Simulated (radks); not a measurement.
Task: Species: Dy VII. Configuration: [Kr] 4d10 4f8 5s2 5p4. Method: scalar-relativistic Kohn-Sham, BLYP, spin-polarised, spherical densities, finite nucleus; open shells are filled with parallel spins first (spin-orbit coupling, left out, can overturn this in heavy ions); Fermi nuclear charge, rms radius 5.2218 fm; computed with a radial shooting solver on a logarithmic mesh with Libxc functionals. Some entries of the table are withheld. Estimate them.

| orbital | occ. | eigenvalue (eV) | <r> (bohr) |
|---|---|---|---|
| 1s up | 1 | -53746.25 | 0.02112 |
| 1s down | 1 | -53746.07 | 0.02112 |
| 2s up | 1 | -9025.213 | 0.08978 |
| 2s down | 1 | -9025.055 | 0.08978 |
| 2p up | 3 | -8019.322 | 0.07945 |
| 2p down | 3 | -8019.123 | 0.07945 |
| 3s up | 1 | -2080.399 | 0.2347 |
| 3s down | 1 | -2077.590 | 0.2345 |
| 3p up | 3 | -1771.538 | 0.2335 |
| 3p down | 3 | -1768.721 | 0.2333 |
| 3d up | 5 | -1373.664 | 0.2122 |
| 3d down | 5 | -1371.470 | 0.2120 |
| 4s up | 1 | -485.2143 | 0.5286 |
| 4s down | 1 | -479.0397 | 0.5287 |
| 4p up | 3 | -383.1534 | 0.5593 |
| 4p down | 3 | -377.0724 | 0.5596 |
| 4d up | 5 | -244.0240 | 0.6039 |
| 4d down | 5 | -238.0139 | 0.6045 |
| 5s up | 1 | -128.9609 | 1.211 |
| 5s down | 1 | -124.2562 | 1.222 |
| 5p up | 3 | -101.5037 | 1.358 |
| 5p down | 1 | -97.3380 | 1.378 |
| 4f up | 7 | (1) | (2) |
| 4f down | 1 | (3) | (4) |
| 5d up | 0 | -66.0783 | 1.695 |
| 5d down | 0 | -63.1019 | 1.747 |
| 6s up | 0 | -54.5701 | 2.464 |
| 6s down | 0 | -53.4028 | 2.509 |
| 6p up | 0 | (5) | 2.757 |
| 6p down | 0 | (6) | 2.803 |
| 5f up | 0 | -36.1608 | 2.584 |

Result: 
(1) 4f up eigenvalue (eV): -91.3850
(2) 4f up <r> (bohr): 0.7371
(3) 4f down eigenvalue (eV): -85.4718
(4) 4f down <r> (bohr): 0.7464
(5) 6p up eigenvalue (eV): -45.7423
(6) 6p down eigenvalue (eV): -44.8360
